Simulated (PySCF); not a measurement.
# B³⁺ (boron, charge +3) across methods

1s2, closed-shell 1S. Calculation: PySCF 2.14, in aug-cc-pV5Z (7s6p5d4f3g2h, 127 functions); the non-relativistic Hamiltonian (point nucleus).

| method | E (hartree) | mean ε 1s (eV) | Σ⟨r²⟩ (bohr²) | ⟨S²⟩ |
| --- | --- | --- | --- | --- |
| r2SCAN | -22.0331 | -234.33 | 0.2859 | 0.000 |
| UHF | -21.98622 | -259.65 | 0.2838 | 0.000 |
| LDA | -21.7430 | -229.12 | 0.2921 | 0.000 |
| wB97X-V | -22.0385 | -240.20 | 0.2865 | 0.000 |
| MN15 | -22.0405 | -236.57 | 0.2916 | 0.000 |
| PBE0 | -21.9943 | -238.59 | 0.2873 | 0.000 |
| PBE | -21.9819 | -231.30 | 0.2888 | 0.000 |
| HSE06 | -21.9978 | -238.19 | 0.2873 | 0.000 |
